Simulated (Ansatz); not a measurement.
CeF₃. Charge 0, multiplicity 2. Geometry PBE-D4/def2-SVP.

```csv
atom,x (Å),y (Å),z (Å)
Ce1,0.496,-0.209,0.023
F2,0.534,1.630,-0.907
F3,-0.272,0.033,1.921
F4,-0.758,-1.454,-1.037
```

In the def2 sets Ce takes a core potential; there is no spin–orbit coupling. With an open 4f shell the SCF may have ended on a state above the lowest.

Q: Estimate the α-spin orbital energies around the gap (eV) in Ansatz with PBE-D4/def2-SVP, PBE-D4/def2-TZVP, revPBE-D4/def2-TZVP, r2SCAN-D4/def2-TZVP, PBE0-D4/def2-SVP.

A: 
| orbital | PBE-D4/def2-SVP | PBE-D4/def2-TZVP | revPBE-D4/def2-TZVP | r2SCAN-D4/def2-TZVP | PBE0-D4/def2-SVP |
| --- | --- | --- | --- | --- | --- |
| HOMO−5 | -8.54 | -8.99 | -8.88 | -9.39 | -10.52 |
| HOMO−4 | -8.15 | -8.64 | -8.53 | -9.04 | -10.14 |
| HOMO−3 | -7.99 | -8.45 | -8.35 | -8.84 | -9.91 |
| HOMO−2 | -7.70 | -8.18 | -8.08 | -8.58 | -9.63 |
| HOMO−1 | -7.70 | -8.18 | -8.08 | -8.58 | -9.63 |
| HOMO | -3.09 | -3.50 | -3.46 | -3.62 | -6.09 |
| LUMO | -2.53 | -2.93 | -2.83 | -2.42 | -1.70 |
| LUMO+1 | -2.53 | -2.93 | -2.83 | -2.42 | -0.41 |
| LUMO+2 | -2.48 | -2.83 | -2.72 | -2.29 | -0.41 |
| LUMO+3 | -2.10 | -2.50 | -2.37 | -1.85 | -0.39 |
| LUMO+4 | -2.09 | -2.50 | -2.37 | -1.56 | 0.08 |
| LUMO+5 | -2.09 | -2.45 | -2.32 | -1.51 | 0.08 |
| β HOMO | -7.69 | -8.17 | -8.07 | -8.57 | -9.62 |
| β LUMO | -2.18 | -2.41 | -2.33 | -1.72 | -1.62 |
